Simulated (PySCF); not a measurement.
# Ionisation energy of As by level of theory

As [Ar] 3d10 4s2 4p3 (4S) → As⁺ [Ar] 3d10 4s2 4p2 (3P), as a difference of total energies. Calculation: PySCF 2.14, in aug-cc-pVTZ-DK; scalar relativity by spin-free X2C-1e. Correlated levels: valence: [Ar] 3d10 frozen. The calculations carry no spin-orbit coupling.

**Question.** Order these methods by the ionisation energy they give, lowest first.
A. CCSD (valence)
B. SCS-MP2 (valence)
C. MP2 (valence)
D. UHF

**Answer.** D (9.412 eV), B (9.750 eV), A (9.866 eV), C (9.900 eV).

Errors of the correlated levels include the incompleteness of this basis and the frozen core.

For comparison: 10.008 eV (measured; NIST levels, between the centres of gravity of the two terms).
